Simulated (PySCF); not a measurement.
Isomers of CH10O2Si3, one conformer each; single-point electronic energies without zero-point terms and without any empirical dispersion term.

Level: PBE0/pcSseg-1 in PySCF, non-relativistic, each on one gas-phase PBE0-D3(BJ)/def2-SVP geometry that isn't relaxed in the solvent. The solvent is an IEF-PCM continuum (cavity from Bondi-type radii × 1.2). Only the electrostatic response of the medium enters.

```tsv
isomer	relative energy, gas (kcal/mol)	dipole (D)
`O[Si@H](C[SiH3])O[SiH3]`	0.0	1.56
`O([Si@H](C)[SiH3])[SiH2]O`	0.3	1.75
`O[SiH2]O[SiH2]C[SiH3]`	1.1	1.29
```

Problem. How do the relative energies look in cyclohexane (ε = 2.017)?

Solution. 
```json
{"isomer": "`O[Si@H](C[SiH3])O[SiH3]`", "relative energy, solvent (kcal/mol)": "0.0", "E(solvent) − E(gas) (kcal/mol)": "-1.7", "dipole in solvent (D)": "1.70"}
{"isomer": "`O([Si@H](C)[SiH3])[SiH2]O`", "relative energy, solvent (kcal/mol)": "0.2", "E(solvent) − E(gas) (kcal/mol)": "-1.9", "dipole in solvent (D)": "1.91"}
{"isomer": "`O[SiH2]O[SiH2]C[SiH3]`", "relative energy, solvent (kcal/mol)": "1.0", "E(solvent) − E(gas) (kcal/mol)": "-1.8", "dipole in solvent (D)": "1.40"}
```

The order is unchanged. Conformers: `[OH:1][Si@H:2]([CH2:3][SiH3:4])[O:5][SiH3:6]` with H–O1–Si2–C3 55°, O1–Si2–C3–Si4 -65°, O1–Si2–O5–Si6 141°; `[CH3:1][Si@H:2]([SiH3:3])[O:4][SiH2:5][OH:6]` with C1–Si2–O4–Si5 73°, Si2–O4–Si5–O6 -58°, O4–Si5–O6–H -69°; `[OH:1][SiH2:2][O:3][SiH2:4][CH2:5][SiH3:6]` with H–O1–Si2–O3 -64°, O1–Si2–O3–Si4 -170°, Si2–O3–Si4–C5 16°, O3–Si4–C5–Si6 -55°. The gains span 0.2 kcal/mol, the gas-phase energies 1.1 kcal/mol.
